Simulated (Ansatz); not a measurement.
`[CH2]1[AlH][AlH]1` and `[Cl][Al]1[CH2][AlH]1` differ in one atom or group.

Ansatz, PBE0-D4/def2-TZVP geometries, multiplicity 1. 

```tsv
property	`[CH2]1[AlH][AlH]1`
size of the dipole moment (PBE/def2-TZVPP) / D	0.40
HOMO energy (PBE0/def2-TZVPP) / eV	-5.65
LUMO energy (ωB97M-V/def2-TZVPP) / eV	-0.33
vertical ionisation energy (CCSD(T)/CBS(def2)) / eV	7.75
HOMO–LUMO gap (PBE/def2-TZVPP) / eV	1.99
ideal-gas entropy at 298 K and 1 bar (rigid rotor, harmonic PBE0-D4/def2-TZVP) / J/(mol·K)	301
```

(1) What does the change do to each property? (An estimate is asked.)

Answers

(1) Ansatz gave: 
| property | `[Cl][Al]1[CH2][AlH]1` | shift |
| --- | --- | --- |
| size of the dipole moment (PBE/def2-TZVPP) / D | 1.66 | 1.26 |
| HOMO energy (PBE0/def2-TZVPP) / eV | -6.00 | -0.35 |
| LUMO energy (ωB97M-V/def2-TZVPP) / eV | -0.44 | -0.11 |
| vertical ionisation energy (CCSD(T)/CBS(def2)) / eV | 8.06 | 0.31 |
| HOMO–LUMO gap (PBE/def2-TZVPP) / eV | 2.21 | 0.22 |
| ideal-gas entropy at 298 K and 1 bar (rigid rotor, harmonic PBE0-D4/def2-TZVP) / J/(mol·K) | 336 | 35 |

With PBE0 the HOMO falls by 0.35 eV and the LUMO falls by 0.12 eV, so the gap widens by about 0.23 eV. PBE moves the HOMO by -0.32 eV and ωB97M-V by -0.37 eV. Dipoles are sizes alone; their direction can turn.
